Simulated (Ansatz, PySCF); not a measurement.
Stretching the Al1–H2 bond in AlF2H (SMILES [F][AlH][F]) (multiplicity 1 held, fragments rigid). Energies count from the point at 1.553 Å.
Geometry at that point (charge 0, multiplicity 1):
```xyz
4

Al    -0.2974    -0.2000    -0.2345
H     -1.3759    -0.9255    -1.0852
F     -0.2200     1.4416    -0.1846
F      0.8024    -1.0499     0.6440
```

Restricted levels (R-, RO-) in cc, def2 and unpolarised 6-31G sets keep to the state of the molecule at rest. Unrestricted levels (U-) break spin symmetry where that is lower. Levels need not reach the same state.

Rows in 3-21G carry no dispersion term and start afresh at each structure.

Codes used: Ansatz (Gaussian basis) for Hartree–Fock, density functionals and correlated methods; PySCF for 3-21G rows. Values without a source in brackets are computed.

**Question.** One of these levels gives 742.3 kJ/mol for the energy at R = 4.971 Å. Name it.
A) U-PBE/cc-pV(T+d)Z
B) R-PBE/cc-pV(T+d)Z
C) R-HF/3-21G

**Answer.** C, R-HF/3-21G. The others give 473.7 (R-PBE/cc-pV(T+d)Z), 347.2 (U-PBE/cc-pV(T+d)Z)

Doubts at one or more of the structures used: a restricted determinant that unrestricted orbitals would lower (R-HF/3-21G, R-PBE/cc-pV(T+d)Z); a spin-contaminated determinant (U-PBE/cc-pV(T+d)Z).

Ansatz is a program for electronic structure.
